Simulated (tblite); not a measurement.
Species: C₇H₁₇NP (charge +1).
Numbering: `[CH3:1][N:2]([CH3:3])[P+:4]([CH3:5])([CH3:6])[CH:7]1[CH2:8][CH2:9]1` (hydrogens: H10, H11, H12 on C1; H13, H14, H15 on C3; H16, H17, H18 on C5; H19, H20, H21 on C6; H22 on C7; H23, H24 on C8; H25, H26 on C9)

Structure used (GFN2-xTB), in Å, numbered top down from 1:
```
atom  x, y, z in Å
C1     1.9922   -0.4894    1.5532
N2     1.5091   -0.0676    0.2416
C3     1.9581   -0.9677   -0.8173
P4    -0.0194    0.5719    0.1132
C5    -0.1903    1.8380    1.3919
C6    -0.1049    1.3963   -1.4945
C7    -1.3715   -0.6195    0.3205
C8    -1.7436   -1.5439   -0.8097
C9    -2.6719   -0.4477   -0.4190
H10    1.6532    0.1981    2.3239
H11    1.6727   -1.5033    1.8087
H12    3.0821   -0.4701    1.5340
H13    1.6139   -0.6151   -1.7865
H14    1.6141   -1.9939   -0.6641
H15    3.0480   -0.9687   -0.8223
H16   -1.0635    2.4451    1.1546
H17   -0.3408    1.3931    2.3739
H18    0.6979    2.4689    1.4012
H19   -0.2795    0.6982   -2.3104
H20   -0.9177    2.1206   -1.4722
H21    0.8360    1.9215   -1.6578
H22   -1.4142   -1.0159    1.3303
H23   -2.0055   -2.5598   -0.5573
H24   -1.2149   -1.4609   -1.7482
H25   -2.7839    0.3934   -1.0858
H26   -3.5769   -0.6992    0.1114
```

Computed values, GFN2-xTB/tblite, gas phase, harmonic and unscaled. Against measured fundamentals such values can be off by several per cent, at times by over 20. One conformer, not necessarily the lowest.

Harmonic wavenumbers (cm⁻¹): 39.8, 51.3, 102.0, 151.0, 166.1, 174.3, 180.4, 188.3, 225.4, 235.6, 254.0, 278.7, 296.4, 345.0, 371.9, 387.3, 600.7, 704.2, 764.3, 769.4, 797.0, 819.6, 835.7, 857.5, 893.3, 898.2, 958.5, 983.0, 987.5, 1019.0, 1031.5, 1061.7, 1070.3, 1076.6, 1083.5, 1118.9, 1141.7, 1170.8, 1202.1, 1249.0, 1310.8, 1315.9, 1324.0, 1392.0, 1400.0, 1402.9, 1411.8, 1416.8, 1424.5, 1431.6, 1456.7, 1467.6, 1475.6, 1477.7, 1488.3, 2958.9, 2961.4, 2999.4, 3001.1, 3002.8, 3008.3, 3011.0, 3012.8, 3014.2, 3016.6, 3017.1, 3042.5, 3047.7, 3084.7, 3098.9, 3107.9, 3119.9.

A = 1753, B = 1089, C = 967.6 MHz; mass 146.110 u (most abundant isotopes); point group C1, symmetry number 1.

Task: Zero-point energy?

Result: Half the sum of the wavenumbers: 49621 cm⁻¹ = 141.88 kcal/mol.

Task: Give the ideal-gas entropy at 200 K and 1 bar in the rigid-rotor, harmonic-oscillator model (classical rotation).

Result: Translation 38.89, rotation 28.35, vibration 27.02: S = 94.3 cal/(mol K).

Task: And Cp and H(200 K) − H(0)?

Result: Cp = 36.69 cal/(mol K), of which vibrations give 28.74 (their classical limit is 72 R = 143.1); H(200 K) − H(0) = 4.58 kcal/mol without the zero-point energy, 2.99 from vibrations.

Task: What must be added to the electronic energy to get the Gibbs energy at 200 K and 1 bar?

Result: ZPE + [H(200 K) − H(0)] − T·S = 141.88 + 4.58 − 18.85 = 127.61 kcal/mol.

Task: Which modes carry the vibrational entropy at 200 K?

Result: 39.8 cm⁻¹: 4.48; 51.3 cm⁻¹: 3.98; 102.0 cm⁻¹: 2.65; 151.0 cm⁻¹: 1.92; 166.1 cm⁻¹: 1.75; 174.3 cm⁻¹: 1.66 cal/(mol K); the other 66 give 10.59 together.

Hindered rotation and anharmonicity are outside this model. Other conformers, if any are populated, would add a mixing term that is left out. The structure is chiral; the term R ln 2 for an equal mix with its mirror image is left out.

On one thread, Intel Xeon Platinum 8488C (x86_64), on a shared host, this took 1.4 s of wall time. The figure is for the frequency step alone.
